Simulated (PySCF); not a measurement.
Energy landscape of CH₃ (anion, charge -1), singlet: umbrella (inversion) coordinate, bond length relaxed. Scanned: angle between the C-H bonds and the threefold axis (90 = planar). Other coordinates (C-H bond length) were minimised at PBE0/def2-TZVP.

The free coordinates were minimised at PBE0/def2-TZVP in PySCF; the energy column is CCSD(T) on RHF/aug-cc-pVDZ, 1 core orbital frozen run with PySCF, in kJ/mol.

```
a / °  C-H bond length / Å     E
-----  -------------------  ----
90                   1.085  13.6
93                   1.085  13.1
96                   1.087  11.5
99                   1.089   9.0
102                  1.092   6.1
105                  1.097   3.2
108                  1.101   1.0
111                  1.107   0.0
114                  1.113   1.0
117                  1.119   4.6
120                  1.126  11.4
123                  1.133  22.1
126                  1.140  37.1
129                  1.148  57.0
132                  1.157  82.3
```
